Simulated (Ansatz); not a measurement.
`[F][In]([F])[SH]` + HI → `[F][In]([F])[I]` + H₂S at 500 K and 1 bar (ligand exchange at the In–S bond).

Computed with Ansatz on PBE0-D4/def2-TZVP structures; ΔE is electronic, products minus reactants. CCSD(T)/CBS is the MP2 limit (def2-TZVPP, def2-QZVPP) plus CCSD(T) − MP2 in def2-TZVPP, frozen cores. This one scheme is used for every species. def2 core potentials past Kr. For I, In outer-core shells are correlated without core-valence functions, which leaves a few kJ/mol of doubt a bond. Each species was taken in one conformer, which may not be the lowest.

```json
{"species": "`[F][In]([F])[SH]`", "CCSD(T)/CBS energy (Eh)": "-787.86618", "H − E (kJ/mol)": "70.1", "S (J/(mol·K))": "391.3"}
{"species": "HI", "CCSD(T)/CBS energy (Eh)": "-298.03592", "H − E (kJ/mol)": "28.6", "S (J/(mol·K))": "221.6"}
{"species": "`[F][In]([F])[I]`", "CCSD(T)/CBS energy (Eh)": "-686.94930", "H − E (kJ/mol)": "43.9", "S (J/(mol·K))": "387.6"}
{"species": "H₂S", "CCSD(T)/CBS energy (Eh)": "-398.97279", "H − E (kJ/mol)": "57.0", "S (J/(mol·K))": "224.0"}
```

H − E and S are ideal-gas, rigid-rotor, harmonic terms from PBE0-D4/def2-TZVP, for one conformer and one mirror image of each species. 1 Eh = 2625.50 kJ/mol, R = 8.31446 J/(mol·K).

**Question.** By hand: ΔE, ΔH, ΔS and ΔG.

**Answer.** ΔE = (-686.94930) + (-398.97279) − (-787.86618) − (-298.03592) = -0.01999 Eh = -52.5 kJ/mol. Δ(H − E) = 43.9 + 57.0 − 70.1 − 28.6 = 2.2, so ΔH = -50.3 kJ/mol. ΔS = 387.6 + 224.0 − 391.3 − 221.6 = -1.3 J/(mol·K). ΔG = -50.3 − 500 × (-1.3)/1000 = -49.6 kJ/mol.

**Question.** By hand: the equilibrium constant, and the temperature at which ΔG would vanish if ΔH and ΔS stayed fixed.

**Answer.** log₁₀ K = −ΔG/(RT ln 10) = 5.2. ΔG = 0 at ΔH/ΔS = 38692 K, far beyond where these terms or the molecules hold.

The number of gas molecules stays the same, so ΔS is small and ΔH decides. A doubt of 5 kJ/mol in ΔE shifts log₁₀ K by 0.5 here. Other conformers and mirror images would add mixing entropy, several J/(mol·K) or more a flexible species. These are equilibria of isolated gas molecules and say nothing of rates. Largest T1 diagnostic: 0.016 (customary marks: 0.02 for closed shells, 0.045 for open ones).
